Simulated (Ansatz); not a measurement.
cis-[IrF2(NH3)4]+ (IrN4F2H12⁺). Charge 1, multiplicity 3. Geometry PBE0-D4/def2-SVP.

```xyz
19

Ir    0.291    0.589   -0.268
F     2.158    0.237   -0.763
N    -1.811   -0.262    0.660
H    -2.331    0.614    0.567
H    -1.836   -0.536    1.642
H    -2.318   -0.980    0.143
F    -1.034    2.038   -0.271
N     0.819   -1.746    0.253
H     1.789   -1.710   -0.069
H     0.345   -2.483   -0.269
H     0.827   -2.039    1.230
N     0.976    1.302    1.563
H     0.564    2.227    1.724
H     1.992    1.421    1.504
H     0.787    0.740    2.395
N    -0.245    0.177   -2.236
H    -0.760   -0.686   -2.419
H     0.608    0.146   -2.804
H    -0.821    0.951   -2.583
```

In the def2 sets Ir takes a core potential; there is no spin–orbit coupling. B3LYP takes the VWN-RPA correlation. The name describes the singlet; other states may take another shape. At PBE0-D4/def2-TZVP a singlet of charge 1 lies 2.40 eV below the triplet, each at its own geometry.

Estimate the α-spin orbital energies around the gap (eV) in Ansatz with PBE-D4/def2-TZVP, revPBE-D4/def2-TZVP, B3LYP-D4/def2-TZVP, PBE0-D4/def2-TZVP, CAM-B3LYP-D4/def2-TZVP.


```csv
orbital,PBE-D4/def2-TZVP,revPBE-D4/def2-TZVP,B3LYP-D4/def2-TZVP,PBE0-D4/def2-TZVP,CAM-B3LYP-D4/def2-TZVP
HOMO−5,-11.78,-11.69,-13.40,-13.68,-15.21
HOMO−4,-11.51,-11.42,-13.05,-13.33,-14.86
HOMO−3,-9.98,-9.93,-11.56,-11.90,-13.45
HOMO−2,-9.12,-9.06,-10.74,-11.03,-12.60
HOMO−1,-9.06,-9.01,-10.52,-10.85,-12.31
HOMO,-7.85,-7.79,-9.31,-9.61,-11.08
LUMO,-5.58,-5.51,-4.86,-4.64,-3.47
LUMO+1,-4.84,-4.75,-4.38,-4.02,-3.28
LUMO+2,-3.97,-3.90,-3.51,-3.14,-2.40
LUMO+3,-3.44,-3.37,-2.96,-2.59,-1.84
LUMO+4,-3.17,-3.09,-2.67,-2.27,-1.51
LUMO+5,-2.53,-2.48,-2.02,-1.64,-0.88
β HOMO,-8.68,-8.62,-10.20,-10.46,-12.03
β LUMO,-7.64,-7.52,-6.95,-6.55,-5.49
```
